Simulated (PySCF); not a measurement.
1-chlorobutane (C4H9Cl), SMILES CCCCCl. Atoms are numbered in the order given.

```xyz
14

C     -2.7789    -0.0771    -0.0134
C     -1.3170    -0.4275    -0.2888
C     -0.4165     0.8040    -0.4156
C      1.0509     0.4944    -0.6717
Cl     1.8156    -0.4038     0.7050
H     -3.2089     0.5473    -0.8247
H     -2.8841     0.4943     0.9325
H     -3.4063    -0.9864     0.0756
H     -0.9185    -1.0719     0.5233
H     -1.2404    -1.0307    -1.2211
H     -0.4990     1.4299     0.4999
H     -0.7675     1.4423    -1.2589
H      1.6454     1.4183    -0.8057
H      1.1832    -0.1421    -1.5694
```

Geometry: PBE-D3(BJ)/def2-SVP. One conformer was computed; it need not be the lowest.

The numbers are results of PBE-D3(BJ)/def2-SVP (PySCF 2.14.0), not measurements.

Frequencies are harmonic and unscaled.

| mode | ν (cm⁻¹) | IR (km/mol) | Raman (Å⁴/amu) | depolarisation | moving atoms (share of kinetic energy) |
|---|---|---|---|---|---|
| 1 | 87 | 0.5 | 0.3 | 0.74 | C 47 %, H 43 %, Cl 10 % |
| 2 | 130 | 1.5 | 0.7 | 0.74 | C 39 %, H 32 %, Cl 29 % |
| 3 | 237 | 0.6 | 0.2 | 0.52 | H 59 %, C 36 % |
| 4 | 254 | 0.1 | 0.1 | 0.70 | H 72 %, C 28 % |
| 5 | 297 | 0.7 | 1.4 | 0.29 | C 47 %, H 33 %, Cl 20 % |
| 6 | 467 | 2.0 | 1.8 | 0.52 | C 64 %, H 32 % |
| 7 | 651 | 17.6 | 9.1 | 0.24 | C 52 %, Cl 25 %, H 23 % |
| 8 | 735 | 10.8 | 1.4 | 0.16 | H 83 %, C 16 % |
| 9 | 801 | 0.1 | 4.8 | 0.35 | H 59 %, C 41 % |
| 10 | 855 | 6.4 | 3.5 | 0.74 | H 67 %, C 32 % |
| 11 | 911 | 4.0 | 1.4 | 0.53 | H 74 %, C 26 % |
| 12 | 998 | 8.0 | 0.8 | 0.28 | C 52 %, H 48 % |
| 13 | 1049 | 1.0 | 5.8 | 0.73 | H 54 %, C 46 % |
| 14 | 1056 | 0.1 | 4.3 | 0.55 | H 65 %, C 35 % |
| 15 | 1093 | 2.6 | 2.9 | 0.74 | C 55 %, H 45 % |
| 16 | 1173 | 0.8 | 5.8 | 0.74 | H 66 %, C 34 % |
| 17 | 1208 | 1.7 | 3.9 | 0.64 | H 73 %, C 27 % |
| 18 | 1252 | 19.0 | 6.9 | 0.75 | H 80 %, C 20 % |
| 19 | 1268 | 1.7 | 6.5 | 0.75 | H 80 %, C 20 % |
| 20 | 1287 | 9.6 | 10.3 | 0.72 | H 86 %, C 14 % |
| 21 | 1346 | 0.4 | 1.7 | 0.67 | H 74 %, C 26 % |
| 22 | 1357 | 1.1 | 4.7 | 0.71 | H 58 %, C 42 % |
| 23 | 1396 | 4.3 | 18.7 | 0.75 | H 91 %, C 8 % |
| 24 | 1409 | 3.3 | 7.2 | 0.73 | H 91 %, C 9 % |
| 25 | 1418 | 1.0 | 20.5 | 0.74 | H 95 % |
| 26 | 1421 | 7.4 | 17.4 | 0.75 | H 97 % |
| 27 | 1432 | 5.3 | 2.4 | 0.75 | H 92 %, C 8 % |
| 28 | 2951 | 12.2 | 139.3 | 0.10 | H 94 % |
| 29 | 2962 | 17.5 | 134.0 | 0.09 | H 94 % |
| 30 | 2965 | 38.9 | 91.6 | 0.03 | H 97 % |
| 31 | 2999 | 4.1 | 154.2 | 0.45 | H 92 % |
| 32 | 3008 | 17.0 | 109.3 | 0.15 | H 93 % |
| 33 | 3021 | 16.9 | 17.9 | 0.71 | H 91 %, C 9 % |
| 34 | 3049 | 36.4 | 34.1 | 0.74 | H 91 %, C 9 % |
| 35 | 3060 | 21.9 | 92.6 | 0.65 | H 91 %, C 9 % |
| 36 | 3073 | 11.2 | 74.4 | 0.66 | H 90 %, C 10 % |
